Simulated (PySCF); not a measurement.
# Si: interval between two levels

Si [Ne] 3s2 3p2 [3P2, M_J = 2] → Si [Ne] 3s2 3p1 4s1 [3P2, M_J = 2], as a difference of total energies. All numbers are calculated (PySCF 2.14, the two-component X2C-1e Hamiltonian, in x2c-TZVPall-2c with one added diffuse shell each of s, p type (6s7p2d1f, 44 functions)). Correlated levels: [Ne] frozen; the 6 highest virtual spinors dropped. "Screened" scales the spin-orbit matrix elements by Boettger's factors to mimic the two-electron term; Breit and QED terms are absent.

```json
{"method": "GHF (spin-free)", "interval between two levels (cm⁻¹)": "39155"}
{"method": "GMP2 (spin-free)", "interval between two levels (cm⁻¹)": "40520"}
{"method": "GHF (screened spin-orbit)", "interval between two levels (cm⁻¹)": "39176"}
{"method": "GMP2 (screened spin-orbit)", "interval between two levels (cm⁻¹)": "40538"}
```

The labels give the starting determinants; with spin-orbit coupling the two ends relaxed to ⟨J²⟩ = 6.01, ⟨L²⟩ = 2.01, ⟨S²⟩ = 2.00 and ⟨J²⟩ = 6.02, ⟨L²⟩ = 2.01, ⟨S²⟩ = 2.00.

The promoted electron is Rydberg-like, and one or two diffuse shells describe it only roughly, which tends to raise the upper state.
